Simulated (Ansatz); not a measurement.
Isolated molecules relaxed with PBE0-D4/def2-TZVP in Ansatz; ΔE leaves out vibrations. CCSD(T)/CBS adds triple-zeta CCSD(T) − MP2 to the extrapolated MP2 energy (def2 sets, frozen cores). Double bonds are as drawn, so ΔE can hold a change between cis and trans. Functionals use def2-TZVPP. B3LYP here is the variant with VWN-RPA as its local correlation; programs differ in this. HSE06 is defined as in plane-wave codes. For Se outer-core shells are correlated without core-valence functions, which leaves a few kJ/mol of doubt a bond. Scalar relativity is left out up to krypton.

Reaction (ligand exchange at the Al–C bond): `F/C=[C](\F)[AlH2]` + `C[SeH]` → `C[Se][AlH2]` + `F/C=C/F`

```csv
level,ΔE (kJ/mol),difference from CCSD(T)/CBS
revPBE-D4,-96.0,6.1
BLYP-D4,-93.0,9.1
B3LYP-D4,-97.4,4.7
r2SCANh-D4,-100.7,1.4
ωB97X-V,-96.7,5.4
ωB97M-V,-97.6,4.5
PBE0,-102.2,-0.1
B3LYP,-96.5,5.6
r2SCAN0,-102.9,-0.8
HSE06,-102.3,-0.2
MP2/def2-SVP,-107.4,-5.3
HF/def2-TZVPP,-103.2,-1.1
SCS-MP2/def2-TZVPP,-100.1,2.0
CCSD/def2-TZVPP,-100.6,1.5
SCS-MP2/def2-QZVPP,-100.4,1.7
MP2/CBS(def2),-104.6,-2.5
CCSD(T)/CBS,-102.1,0
```

Largest T1 diagnostic among the species: 0.013.

From r2SCAN to r2SCAN0 (25 % exact exchange), in def2-TZVPP and without D4, ΔE moves by −3.9 kJ/mol. At CCSD(T), def2-SVP lies −3.1 kJ/mol from the extrapolated value and def2-TZVPP +1.8 kJ/mol.
